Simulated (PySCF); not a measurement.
Y (SMILES [Y]), doublet (typed; the unrestricted solution is spin-contaminated) (core potentials on Y); HF/def2-SV(P) run with PySCF.

The PySCF input:
```python
from pyscf import gto, scf

mol = gto.M(
    atom='''
Y     0.000000    0.000000    0.000000
''',
    basis='def2-sv(p)',
    ecp={'Y': 'def2-sv(p)'},
    charge=0,
    spin=1,
    verbose=4,
)

mf = scf.UHF(mol)
mf.diis = False
mf.max_cycle = 100
mf.kernel()
```

The log (banner, timings and long lists left out):

```
PySCF version 2.14.0

[INPUT] verbose = 4
[INPUT] num. atoms = 1
[INPUT] num. electrons = 11
[INPUT] charge = 0
[INPUT] spin (= nelec alpha-beta = 2S) = 1
[INPUT] symmetry False subgroup None
[INPUT] Mole.unit = angstrom
[INPUT] Symbol           X                Y                Z      unit          X                Y                Z       unit  Magmom
[...]
nuclear repulsion = 0
number of shells = 10
number of NR pGTOs = 50
number of NR cGTOs = 24
basis = def2-sv(p)
ecp = {'Y': 'def2-sv(p)'}

******** <class 'pyscf.scf.uhf.UHF'> ********
method = UHF
initial guess = minao
damping factor = 0
level_shift factor = 0
DIIS disabled
SCF conv_tol = 1e-09
SCF conv_tol_grad = None
SCF max_cycles = 100
direct_scf = True
direct_scf_tol = 1e-13
number electrons alpha = 6  beta = 5
Set gradient conv threshold to 3.16228e-05
init E= -32.3303084722211

cycle= 1 E= -37.746755096197  delta_E= -5.42  |g|= 0.37  |ddm|= 2.59
cycle= 2 E= -37.8055565381022  delta_E= -0.0588  |g|= 0.042  |ddm|=  1.4
cycle= 3 E= -37.8072337199791  delta_E= -0.00168  |g|= 0.00927  |ddm|= 0.214
cycle= 4 E= -37.8076324967011  delta_E= -0.000399  |g|= 0.00648  |ddm|= 0.078
cycle= 5 E= -37.8078583799188  delta_E= -0.000226  |g|= 0.0053  |ddm|= 0.0352
cycle= 6 E= -37.8080188764387  delta_E= -0.00016  |g|= 0.00458  |ddm|= 0.0232
cycle= 7 E= -37.8081407121584  delta_E= -0.000122  |g|= 0.00402  |ddm|= 0.0186
cycle= 8 E= -37.8082354727708  delta_E= -9.48e-05  |g|= 0.00356  |ddm|= 0.0161
cycle= 9 E= -37.8083099095256  delta_E= -7.44e-05  |g|= 0.00316  |ddm|= 0.0143
cycle= 10 E= -37.8083686017318  delta_E= -5.87e-05  |g|= 0.00281  |ddm|= 0.0128
cycle= 11 E= -37.8084149259963  delta_E= -4.63e-05  |g|= 0.0025  |ddm|= 0.0114
cycle= 12 E= -37.8084514834666  delta_E= -3.66e-05  |g|= 0.00222  |ddm|= 0.0101
cycle= 13 E= -37.8084803200574  delta_E= -2.88e-05  |g|= 0.00198  |ddm|= 0.00901
cycle= 14 E= -37.8085030585956  delta_E= -2.27e-05  |g|= 0.00176  |ddm|= 0.008
cycle= 15 E= -37.8085209890551  delta_E= -1.79e-05  |g|= 0.00156  |ddm|= 0.0071
cycle= 16 E= -37.8085351358775  delta_E= -1.41e-05  |g|= 0.00139  |ddm|= 0.00631
cycle= 17 E= -37.8085463107595  delta_E= -1.12e-05  |g|= 0.00124  |ddm|= 0.0056
cycle= 18 E= -37.8085551550255  delta_E= -8.84e-06  |g|= 0.0011  |ddm|= 0.00497
cycle= 19 E= -37.8085621739248  delta_E= -7.02e-06  |g|= 0.000984  |ddm|= 0.00442
cycle= 20 E= -37.808567764412  delta_E= -5.59e-06  |g|= 0.000881  |ddm|= 0.00393
cycle= 21 E= -37.8085722375823  delta_E= -4.47e-06  |g|= 0.000791  |ddm|= 0.0035
cycle= 22 E= -37.8085758367094  delta_E= -3.6e-06  |g|= 0.000713  |ddm|= 0.00313
cycle= 23 E= -37.8085787516781  delta_E= -2.91e-06  |g|= 0.000645  |ddm|= 0.0028
cycle= 24 E= -37.8085811304756  delta_E= -2.38e-06  |g|= 0.000586  |ddm|= 0.00251
cycle= 25 E= -37.8085830883008  delta_E= -1.96e-06  |g|= 0.000535  |ddm|= 0.00227
cycle= 26 E= -37.8085847147546  delta_E= -1.63e-06  |g|= 0.00049  |ddm|= 0.00205
cycle= 27 E= -37.8085860794956  delta_E= -1.36e-06  |g|= 0.000452  |ddm|= 0.00186
cycle= 28 E= -37.8085872366742  delta_E= -1.16e-06  |g|= 0.000419  |ddm|= 0.0017
cycle= 29 E= -37.808588228398  delta_E= -9.92e-07  |g|= 0.000391  |ddm|= 0.00156
cycle= 30 E= -37.8085890874351  delta_E= -8.59e-07  |g|= 0.000366  |ddm|= 0.00144
cycle= 31 E= -37.8085898393167  delta_E= -7.52e-07  |g|= 0.000345  |ddm|= 0.00134
cycle= 32 E= -37.8085905039703  delta_E= -6.65e-07  |g|= 0.000326  |ddm|= 0.00125
cycle= 33 E= -37.8085910969863  delta_E= -5.93e-07  |g|= 0.00031  |ddm|= 0.00117
cycle= 34 E= -37.8085916305984  delta_E= -5.34e-07  |g|= 0.000296  |ddm|= 0.0011
cycle= 35 E= -37.8085921144423  delta_E= -4.84e-07  |g|= 0.000283  |ddm|= 0.00104
cycle= 36 E= -37.8085925561418  delta_E= -4.42e-07  |g|= 0.000271  |ddm|= 0.00099
cycle= 37 E= -37.8085929617613  delta_E= -4.06e-07  |g|= 0.000261  |ddm|= 0.000944
cycle= 38 E= -37.8085933361556  delta_E= -3.74e-07  |g|= 0.000251  |ddm|= 0.000903
cycle= 39 E= -37.8085936832389  delta_E= -3.47e-07  |g|= 0.000242  |ddm|= 0.000866
[...]
cycle= 54 E= -37.8085969292163  delta_E= -1.4e-07  |g|= 0.000156  |ddm|= 0.000539
cycle= 55 E= -37.8085970614461  delta_E= -1.32e-07  |g|= 0.000151  |ddm|= 0.000524
cycle= 56 E= -37.8085971865725  delta_E= -1.25e-07  |g|= 0.000147  |ddm|= 0.00051
cycle= 57 E= -37.8085973049912  delta_E= -1.18e-07  |g|= 0.000143  |ddm|= 0.000496
cycle= 58 E= -37.8085974170725  delta_E= -1.12e-07  |g|= 0.00014  |ddm|= 0.000482
cycle= 59 E= -37.8085975231636  delta_E= -1.06e-07  |g|= 0.000136  |ddm|= 0.000469
cycle= 60 E= -37.8085976235908  delta_E= -1e-07  |g|= 0.000132  |ddm|= 0.000456
cycle= 61 E= -37.808597718661  delta_E= -9.51e-08  |g|= 0.000129  |ddm|= 0.000444
cycle= 62 E= -37.8085978086636  delta_E= -9e-08  |g|= 0.000125  |ddm|= 0.000432
cycle= 63 E= -37.8085978938709  delta_E= -8.52e-08  |g|= 0.000122  |ddm|= 0.00042
cycle= 64 E= -37.8085979745406  delta_E= -8.07e-08  |g|= 0.000118  |ddm|= 0.000409
cycle= 65 E= -37.8085980509156  delta_E= -7.64e-08  |g|= 0.000115  |ddm|= 0.000398
cycle= 66 E= -37.8085981232255  delta_E= -7.23e-08  |g|= 0.000112  |ddm|= 0.000387
cycle= 67 E= -37.8085981916874  delta_E= -6.85e-08  |g|= 0.000109  |ddm|= 0.000377
cycle= 68 E= -37.8085982565064  delta_E= -6.48e-08  |g|= 0.000106  |ddm|= 0.000367
cycle= 69 E= -37.8085983178769  delta_E= -6.14e-08  |g|= 0.000103  |ddm|= 0.000357
cycle= 70 E= -37.8085983759824  delta_E= -5.81e-08  |g|= 0.0001  |ddm|= 0.000347
cycle= 71 E= -37.8085984309967  delta_E= -5.5e-08  |g|= 9.78e-05  |ddm|= 0.000338
cycle= 72 E= -37.8085984830844  delta_E= -5.21e-08  |g|= 9.51e-05  |ddm|= 0.000329
cycle= 73 E= -37.808598532401  delta_E= -4.93e-08  |g|= 9.26e-05  |ddm|= 0.00032
cycle= 74 E= -37.8085985790941  delta_E= -4.67e-08  |g|= 9.01e-05  |ddm|= 0.000311
cycle= 75 E= -37.8085986233031  delta_E= -4.42e-08  |g|= 8.77e-05  |ddm|= 0.000303
cycle= 76 E= -37.8085986651601  delta_E= -4.19e-08  |g|= 8.53e-05  |ddm|= 0.000294
cycle= 77 E= -37.8085987047902  delta_E= -3.96e-08  |g|= 8.3e-05  |ddm|= 0.000287
cycle= 78 E= -37.8085987423118  delta_E= -3.75e-08  |g|= 8.07e-05  |ddm|= 0.000279
cycle= 79 E= -37.8085987778369  delta_E= -3.55e-08  |g|= 7.86e-05  |ddm|= 0.000271
cycle= 80 E= -37.8085988114717  delta_E= -3.36e-08  |g|= 7.65e-05  |ddm|= 0.000264
cycle= 81 E= -37.8085988433168  delta_E= -3.18e-08  |g|= 7.44e-05  |ddm|= 0.000257
cycle= 82 E= -37.8085988734672  delta_E= -3.02e-08  |g|= 7.24e-05  |ddm|= 0.00025
cycle= 83 E= -37.8085989020131  delta_E= -2.85e-08  |g|= 7.04e-05  |ddm|= 0.000243
cycle= 84 E= -37.8085989290398  delta_E= -2.7e-08  |g|= 6.85e-05  |ddm|= 0.000237
cycle= 85 E= -37.8085989546281  delta_E= -2.56e-08  |g|= 6.67e-05  |ddm|= 0.00023
cycle= 86 E= -37.8085989788545  delta_E= -2.42e-08  |g|= 6.49e-05  |ddm|= 0.000224
cycle= 87 E= -37.8085990017915  delta_E= -2.29e-08  |g|= 6.31e-05  |ddm|= 0.000218
cycle= 88 E= -37.8085990235076  delta_E= -2.17e-08  |g|= 6.14e-05  |ddm|= 0.000212
cycle= 89 E= -37.8085990440677  delta_E= -2.06e-08  |g|= 5.98e-05  |ddm|= 0.000206
cycle= 90 E= -37.8085990635334  delta_E= -1.95e-08  |g|= 5.82e-05  |ddm|= 0.000201
cycle= 91 E= -37.8085990819628  delta_E= -1.84e-08  |g|= 5.66e-05  |ddm|= 0.000195
cycle= 92 E= -37.8085990994112  delta_E= -1.74e-08  |g|= 5.51e-05  |ddm|= 0.00019
cycle= 93 E= -37.8085991159307  delta_E= -1.65e-08  |g|= 5.36e-05  |ddm|= 0.000185
cycle= 94 E= -37.8085991315707  delta_E= -1.56e-08  |g|= 5.21e-05  |ddm|= 0.00018
cycle= 95 E= -37.808599146378  delta_E= -1.48e-08  |g|= 5.07e-05  |ddm|= 0.000175
cycle= 96 E= -37.808599160397  delta_E= -1.4e-08  |g|= 4.94e-05  |ddm|= 0.00017
cycle= 97 E= -37.8085991736695  delta_E= -1.33e-08  |g|= 4.8e-05  |ddm|= 0.000166
cycle= 98 E= -37.8085991862354  delta_E= -1.26e-08  |g|= 4.67e-05  |ddm|= 0.000161
cycle= 99 E= -37.8085991981322  delta_E= -1.19e-08  |g|= 4.55e-05  |ddm|= 0.000157
cycle= 100 E= -37.8085992093955  delta_E= -1.13e-08  |g|= 4.42e-05  |ddm|= 0.000153
SCF not converged.
SCF energy = -37.8085992093955 after 100 cycles  <S^2> = 0.85021404  2S+1 = 2.0978218
```

The run did not converge; its last values are not results.
